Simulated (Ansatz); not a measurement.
Ansatz (a first-principles code) input for BeH2, SMILES [BeH2], PBE0/def2-TZVPD. Geometry optimised at PBE-D3(BJ)/def2-TZVPD. The isomer is the one that the SMILES or the coordinates give; other isomers of the formula were not compared.

Ansatz 0.2 input:
```yaml
crystal:
  periodic: [false, false, false]
  atoms:
    - {symbol: Be, position_ang: [0.00000000, 0.00000000, 0.00000000]}
    - {symbol: H, position_ang: [0.00000000, 0.00000000, -1.34125995]}
    - {symbol: H, position_ang: [0.00000000, 0.00000000, 1.34125995]}
basis:
  gaussian:
    orbitals: def2-TZVPD
hamiltonian:
  xc: {name: PBE0}
```

Output:

```
WARN ansatz: RAYON_NUM_THREADS=1 ignored (pool sized by the plan → 1); use --threads N
Functional definition: PBE0
integrals: 0.00 GiB planned
259 factors; their error is unknown
mean field: 0.06 GiB planned
mean field evaluation 1: about -431.6463 eV, gradient 8.5e0 eV
mean field evaluation 2: about -431.8930 eV, gradient 1.7e0 eV
mean field evaluation 4: about -431.9067 eV, gradient 2.7e-2 eV
mean field evaluation 8: about -431.9029 eV, gradient 1.9e-5 eV
mean field -431.90287927 eV, -15.8721380588 hartree, gradient 3.2e-5 eV, S^2 0.000000; 0 other end points of the search recorded, 0 dependent functions left out
reference -431.90290178 eV, -15.8721388859 hartree; 3, 3 occupied and 37, 37 virtual orbitals, 259 factors
Total energy: -431.90290178 eV, -15.8721388859 hartree
```

Self-consistency was reached.

Cost: about 0.8 core-seconds (a rough figure).
